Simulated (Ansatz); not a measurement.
ClFH$_{5}$NSi$_{2}$, SMILES `F[SiH2]N[SiH2]Cl`, relaxed with RKS PBE0-D4/def2-TZVP in Ansatz 0.2.0 from a GFN2-xTB geometry. The force threshold is 0.005 eV/Å; the program also tests the step.

Total charge 0; spin multiplicity 1.

Start:

```xyz
10

F     2.426   -1.039    0.855
Si    0.936   -1.199    0.269
N     0.356    0.431    0.230
Si   -1.109    1.103   -0.391
Cl   -2.449   -0.383   -0.446
H     0.208   -2.003    1.232
H     1.088   -1.763   -1.062
H     1.031    1.111    0.540
H    -0.933    1.598   -1.756
H    -1.553    2.144    0.529
```

(1) How much energy does the relaxation release, and in how many steps? (An estimate is asked.)

(2) Which bonds change most? (An estimate is asked.)

(3) Give the relaxed structure. (An estimate is asked.)

## Answers

(1) The calculation gave: 25.97 kJ/mol, in 23 steps, 2 of them rejected.

(2) Ansatz gave: Si4–Cl5 from 2.002 to 2.059 Å; Si2–H6 from 1.451 to 1.479 Å; Si2–H7 from 1.454 to 1.478 Å; Si4–H10 from 1.459 to 1.479 Å.

(3) Ansatz gave: 
```xyz
10

F     2.604   -0.541    0.077
Si    1.107   -1.078    0.234
N     0.019    0.189    0.615
Si   -1.006    1.041   -0.464
Cl   -2.956    0.386   -0.364
H     1.138   -2.063    1.337
H     0.708   -1.651   -1.068
H    -0.048    0.446    1.591
H    -0.522    0.793   -1.838
H    -1.044    2.479   -0.119
```
